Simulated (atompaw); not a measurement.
**Scattering properties, PAW (atompaw) potential for O**

oxygen, PAW, made with atompaw 4.2.0.5 (LDA (PW92), scalar-relativistic). Core [He], reference 2s2 2p4. Waves: 2s (bound); 2s channel at -1.2 Ry; 2p (bound); 2p channel at 0.1 Ry. Local part: troulliermartins scheme with l = 2 at 0 Ry, radius 1.00 bohr. Core correction: smooth core density matched at 0.80 bohr. Augmentation charge: sinc compensation charge, radius 1.20 bohr; PAW radius 1.45 bohr; waves and projectors: bloechl.

The phase is arctan(r·u′/u) with u = r·R(r), unwrapped; energies in Ry, scanned from -4 to 5 Ry. A pole is an energy at which the radial function vanishes at the test radius. The pseudo phase is shifted by a multiple of π to meet the all-electron one at the reference energy, and phase errors are pseudo minus all-electron; the curves can meet again beyond the range given. Levels narrower than the energy grid can be missing from the lists of poles.

| channel | radius (bohr) | reference energy (Ry) | poles, all-electron | poles, pseudo | unbroken range about the reference energy with phases within 0.05 rad | phase error 1 Ry above the reference energy (rad) |
| --- | --- | --- | --- | --- | --- | --- |
| s | 1.46 | -1.75 | 0.33 | -0.04, 0.44 | below 0.0 | -0.000 |
| p | 1.46 | -0.68 | 1.09 | 1.08 | below 3.4 | -0.000 |

Phases in the s channel:

| E (Ry) | all-electron | pseudo |
| --- | --- | --- |
| -4.00 | 0.991 | 0.987 |
| -3.52 | 0.856 | 0.853 |
| -3.04 | 0.614 | 0.611 |
| -2.56 | 0.143 | 0.141 |
| -2.08 | -0.535 | -0.535 |
| -1.60 | -1.022 | -1.022 |
| -1.12 | -1.275 | -1.275 |
| -0.64 | -1.417 | -1.417 |
| -0.16 | -1.507 | -1.516 |
| 0.32 | -1.570 | -4.697 |
| 0.80 | -1.619 | -4.748 |
| 1.28 | -1.659 | -4.787 |
| 1.76 | -1.695 | -4.819 |
| 2.24 | -1.728 | -4.847 |
| 2.72 | -1.760 | -4.873 |
| 3.20 | -1.792 | -4.898 |
| 3.68 | -1.827 | -4.922 |
| 4.16 | -1.866 | -4.946 |
| 4.64 | -1.910 | -4.971 |
